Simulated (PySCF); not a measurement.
CH (SMILES [CH]), doublet, at a GFN2-xTB geometry. Base run: MP2/def2-SVP (PySCF).

The PySCF input:
```python
from pyscf import gto, scf, mp

mol = gto.M(
    atom='''
C    -0.000000   -0.000000   -0.159079
H     0.000000    0.000000    0.954475
''',
    basis='def2-svp',
    charge=0,
    spin=1,
    verbose=4,
)

mf = scf.UHF(mol)
mf.kernel()

pt = mp.MP2(mf, frozen=1)
pt.kernel()
print('E(MP2) = %.10f' % pt.e_tot)
```

Each row names what was changed in the base input (with any setting that the change needs).

| change | basis functions | E (Eh) | MP2 correlation (Eh) | SCF-reference HOMO (eV) | SCF-reference dipole (D) |
|---|---|---|---|---|---|
| base | 19 | -38.31248 | -0.07844 | -11.55 | 1.72 |
| basis = 3-21G | 11 | -38.09668 | -0.04478 | -11.23 | 1.65 |
| basis = 6-31G | 11 | -38.29590 | -0.04464 | -11.27 | 1.69 |
| basis = def2-SV(P) | 16 | -38.30188 | -0.07105 | -11.56 | 1.72 |
| basis = pc-1 | 19 | ? | ? | ? | ? |
| basis = cc-pVDZ | 19 | -38.35193 | -0.07934 | -11.38 | 1.62 |
| basis = def2-SVPD | 28 | -38.31897 | -0.08284 | -11.63 | 1.65 |
| basis = aug-pcseg-1 | ? | ? | ? | ? | 1.61 |
| basis = 6-311+G(2d,p) | ? | ? | ? | -11.56 | ? |
| basis = cc-pVTZ | 44 | -38.38255 | -0.10113 | -11.52 | 1.61 |
| basis = pcseg-2 | 44 | -38.37808 | -0.09858 | -11.54 | 1.66 |
| basis = def2-TZVPP | ? | ? | ? | ? | 1.62 |
| basis = cc-pVQZ | 85 | -38.39233 | -0.10851 | -11.56 | 1.60 |

Question: Complete the blanks.

Answer: 
- basis = pc-1, E (Eh): -38.33687
- basis = pc-1, MP2 correlation (Eh): -0.07886
- basis = pc-1, SCF-reference HOMO (eV): -11.36
- basis = pc-1, SCF-reference dipole (D): 1.77
- basis = aug-pcseg-1, basis functions: 32
- basis = aug-pcseg-1, E (Eh): -38.34356
- basis = aug-pcseg-1, MP2 correlation (Eh): -0.08271
- basis = aug-pcseg-1, SCF-reference HOMO (eV): -11.48
- basis = 6-311+G(2d,p), basis functions: 33
- basis = 6-311+G(2d,p), E (Eh): -38.37043
- basis = 6-311+G(2d,p), MP2 correlation (Eh): -0.09063
- basis = 6-311+G(2d,p), SCF-reference dipole (D): 1.64
- basis = def2-TZVPP, basis functions: 45
- basis = def2-TZVPP, E (Eh): -38.38297
- basis = def2-TZVPP, MP2 correlation (Eh): -0.10039
- basis = def2-TZVPP, SCF-reference HOMO (eV): -11.57

Totals compare only among sets that treat the same electrons; sets with core potentials leave the core out.

Open shells are given as the SCF converged; they aren't shown to be the lowest states, and a large step between rows can be another state.
